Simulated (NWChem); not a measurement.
# Si2H4OClF; SMILES O[Si@@H](F)[SiH2]Cl

```xyz
9

O      1.5331     1.3849    -0.5457
Si     0.1744     1.1832     0.3701
F     -0.8529     2.4256     0.1328
Si    -0.8599    -0.7685    -0.3971
Cl     0.3244    -2.3646     0.2152
H      2.1926     2.0220    -0.2539
H      0.4883     1.1824     1.8276
H     -2.2165    -0.9355     0.1998
H     -0.9700    -0.7863    -1.8835
```
Atoms are numbered in this order, from 1.

Program: NWChem. Geometry: optimised at PBE0/def2-SVP.

Problem. Among these, which level gives the highest value of “dipole (D)”?
A. PBE/def2-TZVPP
B. PBE/def2-SVP
C. PBE/def2-TZVP
D. PBE/def2-SVPD

Solution. B, PBE/def2-SVP. Values: PBE/def2-SVPD 1.22; PBE/def2-TZVPP 1.29; PBE/def2-TZVP 1.33; PBE/def2-SVP 1.47
